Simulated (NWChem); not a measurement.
System: C3H6Cl2; SMILES C(CC)(Cl)Cl

Here is an NWChem input.

```
start job
memory heap 200 mb stack 900 mb global 1100 mb
geometry units angstroms noautosym nocenter noautoz
  C     -1.985352     0.677635     0.000000
  C     -1.315065    -0.684044     0.000000
  C      0.201147    -0.662627     0.000000
  Cl     0.847028     0.125496     1.466901
  Cl     0.847028     0.125496    -1.466901
  H     -1.699907     1.256711    -0.890306
  H     -1.699907     1.256711     0.890306
  H     -3.079287     0.566940     0.000000
  H     -1.620958    -1.266716     0.885250
  H     -1.620958    -1.266716    -0.885250
  H      0.614669    -1.678062     0.000000
end
basis spherical
  * library def2-svp
end
dft
  xc b3lyp
  iterations 150
end
cosmo
  dielec 25.0
end
task dft energy
```

Excerpt of the output:

```
             Northwest Computational Chemistry Package (NWChem) 7.3.0
             --------------------------------------------------------

                             Geometry "geometry" -> ""
                             -------------------------

 Output coordinates in angstroms (scale by  1.889725989 to convert to a.u.)

  No.       Tag          Charge          X              Y              Z
 ---- ---------------- ---------- -------------- -------------- --------------
    1 C                    6.0000    -1.98535200     0.67763500     0.00000000
    2 C                    6.0000    -1.31506500    -0.68404400     0.00000000
    3 C                    6.0000     0.20114700    -0.66262700     0.00000000
    4 Cl                  17.0000     0.84702800     0.12549600     1.46690100
    5 Cl                  17.0000     0.84702800     0.12549600    -1.46690100
    6 H                    1.0000    -1.69990700     1.25671100    -0.89030600
    7 H                    1.0000    -1.69990700     1.25671100     0.89030600
    8 H                    1.0000    -3.07928700     0.56694000     0.00000000
    9 H                    1.0000    -1.62095800    -1.26671600     0.88525000
   10 H                    1.0000    -1.62095800    -1.26671600    -0.88525000
   11 H                    1.0000     0.61466900    -1.67806200     0.00000000

 Effective nuclear repulsion energy (a.u.)     288.6098376194

                                 NWChem DFT Module
                                 -----------------

 Summary of "ao basis" -> "ao basis" (spherical)
 ------------------------------------------------------------------------------
       Tag                 Description            Shells   Functions and Types
 ---------------- ------------------------------  ------  ---------------------
 C                          def2-svp                 6       14   3s2p1d
 Cl                         def2-svp                 8       18   4s3p1d
 H                          def2-svp                 3        5   2s1p

 in cosmo_initialize ...

 solvent parameters
 solvname_short: unkn
 solvname_long:  unknown
 dielec:       25.0000

          ---------------
          -cosmo- solvent
          ---------------
 Cosmo: York-Karplus, doi: 10.1021/jp992097l
 dielectric constant -eps-     =  25.00
 screen = (eps-1)/(eps    )    =   0.96000
 surface charge correction     = lagrangian

   van der Waals surface
 --------------------------

 ---------- ATOMIC COORDINATES (A.U.) ------------ VDWR(ANG.) --
     1   -3.75177127    1.28054447    0.00000000     2.000
     2   -2.48511251   -1.29265572    0.00000000     2.000
     3    0.38011271   -1.25218346    0.00000000     2.000
     4    1.60065082    0.23715305    2.77204094     2.050
     5    1.60065082    0.23715305   -2.77204094     2.050
     6   -3.21235844    2.37483944   -1.68243439     1.300
     7   -3.21235844    2.37483944    1.68243439     1.300
     8   -5.81900867    1.07136125    0.00000000     1.300
     9   -3.06316646   -2.39374615    1.67287993     1.300
    10   -3.06316646   -2.39374615   -1.67287993     1.300
    11    1.16155598   -3.17107737    0.00000000     1.300
 number of segments per atom =         32
 number of   points per atom =         32
 atom (   nspa,  nppa )
 ----------------------
    1 (     14,     0 )       0
    2 (     10,     0 )       0
    3 (      8,     0 )       0
    4 (     24,     0 )       0
    5 (     24,     0 )       0
    6 (     14,     0 )       0
    7 (     14,     0 )       0
    8 (     16,     0 )       0
    9 (     14,     0 )       0
   10 (     14,     0 )       0
   11 (     16,     0 )       0
 number of -cosmo- surface points =      168
 molecular surface =    139.405 angstrom**2
 molecular volume  =    118.282 angstrom**3
 G(cav/disp)       =      1.557 kcal/mol
 -lineq- algorithm             =   0
 -bem- low  level              =   2
 -bem- from -octahedral-
 gaussian surface charge width =   4.50000
 degree of switching           =   1.00000
 switching function tolerance  =   0.00010
 atomic radii =
 --------------
    1  6.000  2.000
    2  6.000  2.000
    3  6.000  2.000
    4 17.000  2.050
    5 17.000  2.050
    6  1.000  1.300
    7  1.000  1.300
    8  1.000  1.300
    9  1.000  1.300
   10  1.000  1.300
   11  1.000  1.300
 ...... end of -cosmo- initialization ......

[...]

                                   COSMO solvation results
                                   -----------------------

                 gas phase energy =     -1037.984871139835
                 sol phase energy =     -1037.989020659187
 (electrostatic) solvation energy =         0.004149519352 (    2.60 kcal/mol)

                       DFT Final Molecular Orbital Analysis
                       ------------------------------------

 Vector   27  Occ=2.000000D+00  E=-3.190569D-01
              MO Center=  7.2D-01,  1.4D-01,  2.8D-07, r^2= 3.5D+00
   Bfn.  Coefficient  Atom+Function         Bfn.  Coefficient  Atom+Function
  ----- ------------  ---------------      ----- ------------  ---------------
    53      0.351211   4 Cl px               71     -0.351211   5 Cl px
    54     -0.292513   4 Cl py               72      0.292513   5 Cl py
    50      0.258331   4 Cl px               68     -0.258331   5 Cl px
    51     -0.221736   4 Cl py               69      0.221736   5 Cl py
    47      0.149568   4 Cl px               65     -0.149568   5 Cl px

 Vector   28  Occ=2.000000D+00  E=-3.019866D-01
              MO Center=  7.7D-01,  8.3D-02, -3.9D-08, r^2= 3.5D+00
   Bfn.  Coefficient  Atom+Function         Bfn.  Coefficient  Atom+Function
  ----- ------------  ---------------      ----- ------------  ---------------
    55      0.343483   4 Cl pz               73      0.343483   5 Cl pz
    52      0.256094   4 Cl pz               70      0.256094   5 Cl pz
    54     -0.233346   4 Cl py               72      0.233346   5 Cl py
    53     -0.228448   4 Cl px               71      0.228448   5 Cl px
    51     -0.173879   4 Cl py               69      0.173879   5 Cl py

 Vector   29  Occ=2.000000D+00  E=-3.002198D-01
              MO Center=  6.0D-01, -7.6D-02, -2.9D-07, r^2= 3.4D+00
   Bfn.  Coefficient  Atom+Function         Bfn.  Coefficient  Atom+Function
  ----- ------------  ---------------      ----- ------------  ---------------
    53      0.303627   4 Cl px               71      0.303627   5 Cl px
    54     -0.302116   4 Cl py               72     -0.302117   5 Cl py
    17      0.219284   2 C  s                50      0.218270   4 Cl px
    51     -0.218955   4 Cl py               68      0.218270   5 Cl px
    69     -0.218955   5 Cl py              104     -0.208634  11 H  s

 Vector   30  Occ=0.000000D+00  E= 1.779301D-02
              MO Center=  5.8D-01, -1.9D-01,  1.4D-08, r^2= 3.0D+00
   Bfn.  Coefficient  Atom+Function         Bfn.  Coefficient  Atom+Function
  ----- ------------  ---------------      ----- ------------  ---------------
    31      1.277586   3 C  s                55      0.634211   4 Cl pz
    73     -0.634211   5 Cl pz               46     -0.521283   4 Cl s
    64     -0.521283   5 Cl s                30      0.448055   3 C  s
    36      0.439964   3 C  py              105     -0.364194  11 H  s
    35      0.354717   3 C  px               33      0.326070   3 C  py

 Vector   31  Occ=0.000000D+00  E= 4.813333D-02
              MO Center=  2.4D-01, -4.3D-01, -1.1D-08, r^2= 3.3D+00
   Bfn.  Coefficient  Atom+Function         Bfn.  Coefficient  Atom+Function
  ----- ------------  ---------------      ----- ------------  ---------------
    37      0.924916   3 C  pz               34      0.583198   3 C  pz
    46     -0.440626   4 Cl s                64      0.440626   5 Cl s
    55      0.415008   4 Cl pz               73      0.415008   5 Cl pz
    95     -0.386864   9 H  s               100      0.386864  10 H  s
    54      0.352535   4 Cl py               72     -0.352535   5 Cl py

 Vector   32  Occ=0.000000D+00  E= 6.447374D-02
              MO Center= -1.3D+00, -9.4D-01, -2.0D-08, r^2= 6.5D+00
   Bfn.  Coefficient  Atom+Function         Bfn.  Coefficient  Atom+Function
  ----- ------------  ---------------      ----- ------------  ---------------
    17      1.346736   2 C  s                 3      1.102448   1 C  s
   105     -1.058052  11 H  s                95     -0.878828   9 H  s
   100     -0.878828  10 H  s                90     -0.850400   8 H  s
    31      0.547608   3 C  s                36     -0.488610   3 C  py
    80     -0.417637   6 H  s                85     -0.417637   7 H  s

     Multipole analysis of the density
     ---------------------------------

     L   x y z        total         alpha         beta         nuclear
     -   - - -        -----         -----         ----         -------
     0   0 0 0     -0.000000    -29.000000    -29.000000     58.000000

     1   1 0 0     -0.671760     -1.372380     -1.372380      2.072999
     1   0 1 0     -0.713179      0.473458      0.473458     -1.660094
     1   0 0 1     -0.000000     -0.000000     -0.000000      0.000000

     2   2 0 0    -32.654366   -158.378040   -158.378040    284.101714
     2   1 1 0      0.088426      5.049899      5.049899    -10.011371
     2   1 0 1      0.000000      0.000000      0.000000      0.000000
     2   0 2 0    -31.534855    -48.331339    -48.331339     65.127824
     2   0 1 1     -0.000000     -0.000000     -0.000000      0.000000
     2   0 0 2    -34.668958   -153.595178   -153.595178    272.521399
```

Level: B3LYP/def2-SVP, COSMO on the gas-phase geometry. Structure relaxed at the PBE0/def2-SVP level. B3LYP is NWChem's, with the RPA form of VWN correlation. COSMO prints the solvation energy as gas minus solution, so a positive value is a stabilisation.
